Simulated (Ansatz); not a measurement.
Cost and result for the atomization energy of C2H7FOSi (`CO[SiH2]CF`) (12 atoms, 11 bonds).

Z-matrix (Å, degrees):
```
C
O 1 1.412
H 1 1.094 2 111.2
H 1 1.091 2 108.1 3 -119.5
H 1 1.096 2 111.5 3 121.2
Si 2 1.637 1 123.7 3 -72.0
C 6 1.890 2 112.1 1 70.3
H 6 1.484 2 106.9 1 -171.5
H 6 1.489 2 110.4 1 -50.2
F 7 1.396 6 110.3 2 -64.8
H 7 1.097 6 111.2 2 175.3
H 7 1.096 6 111.6 2 55.1
```

Total charge 0; spin multiplicity 1. The structure was optimised at the PBE0-D4/def2-TZVP level. It is one conformer, not always the lowest. Program: Ansatz. All runs use 4 threads of an Arm Neoverse V2 on a shared host. Times are those of one run each, without the atoms' runs, and a repeat can differ threefold. Electronic energies, without spin–orbit coupling; frozen cores. CCSD(T)/CBS adds CCSD(T) − MP2 in def2-TZVPP to the MP2 limit, and its time is that of the two runs behind it. T1 = 0.011. B3LYP takes the VWN-RPA correlation (the form of Gaussian; ORCA's B3LYP/G).

CCSD(T)/CBS is a level of theory with its own doubt, some kJ/mol a heavy atom from the limit and from the frozen cores, so smaller differences don't rank the functionals.

```tsv
level	functions	wall time
PBE-D4/def2-TZVPP (with forces)	264	1.9 s
PBE0-D4/def2-TZVPP	264	2.3 s
B3LYP-D4/def2-TZVPP (with forces)	264	3.6 s
r2SCAN-D4/def2-TZVPP (with forces)	264	3.8 s
B2PLYP/def2-TZVPP	264	4.3 s
ωB97X-V/def2-TZVPP	264	6.5 s
ωB97M-V/def2-TZVPP (with forces)	264	9 s
MP2/def2-QZVPP	508	18 s
CCSD(T)/def2-TZVPP	264	2.5 min
CCSD(T)/CBS(def2)	–	2.8 min
```

Problem. What atomization energy does each give, and how far from CCSD(T)/CBS? (An estimate is asked.)

Solution. Computed: 
```
                             level  atomization (kJ/mol)  difference from CCSD(T)/CBS  per bond
   PBE-D4/def2-TZVPP (with forces)                4445.9                         53.3       4.8
                PBE0-D4/def2-TZVPP                4369.6                        -23.0      -2.1
 B3LYP-D4/def2-TZVPP (with forces)                4384.5                         -8.1      -0.7
r2SCAN-D4/def2-TZVPP (with forces)                4389.3                         -3.3      -0.3
                 B2PLYP/def2-TZVPP                4340.7                        -51.9      -4.7
                ωB97X-V/def2-TZVPP                4402.6                         10.0       0.9
  ωB97M-V/def2-TZVPP (with forces)                4398.2                          5.6       0.5
                    MP2/def2-QZVPP                4408.2                         15.6       1.4
                CCSD(T)/def2-TZVPP                4279.9                       -112.7     -10.2
                 CCSD(T)/CBS(def2)                4392.6                          0.0       0.0
```

From PBE to PBE0 (25 % exact exchange), in def2-TZVPP and without D4, the atomization energy moves by −73.0 kJ/mol: exact exchange takes away binding that semilocal exchange gives to molecules. The D4 term adds +33.5 kJ/mol with B3LYP and +17.7 kJ/mol with PBE0; it sums over pairs of atoms, weighted by their polarisabilities, and B3LYP, whose exchange is more repulsive, gets the larger term. In def2-TZVPP, CCSD(T) changes the Hartree–Fock value by +1059.1 kJ/mol (the triples alone add +55.6 kJ/mol) and MP2 by +1120.1 kJ/mol; breaking electron pairs costs correlation energy, which Hartree–Fock lacks.
